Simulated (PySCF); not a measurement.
C3H3F3, SMILES F[C@H]1CC1(F)F. Geometry: PBE-D3(BJ)/def2-SVP. The structure was generated by enumeration; whether it is a known compound was not checked.

Calculation: PBE-D3(BJ)/def2-SVP (PySCF).

Harmonic wavenumbers (cm⁻¹): 179, 241, 372, 437, 473, 595, 724, 814, 852, 969, 974, 1028, 1078, 1164, 1241, 1295, 1326, 1476, 3070, 3082, 3179. Rotational constants (GHz): 5.728, 2.981, 2.585; symmetry number 1.

Q: Work out the zero-point energy and the ideal-gas rigid-rotor harmonic-oscillator thermochemistry at 298.15 K and 1 atm.

A: ZPE = ½ Σ hcν = ½ × 24568 cm⁻¹ = 35.12 kcal/mol. H − E(el) = 39.10 kcal/mol. Entropy in cal/(mol K): translation 39.60, rotation 26.39, vibration 8.38, total 74.37. G − E(el) = 16.92 kcal/mol. Cp = 21.09 cal/(mol K).
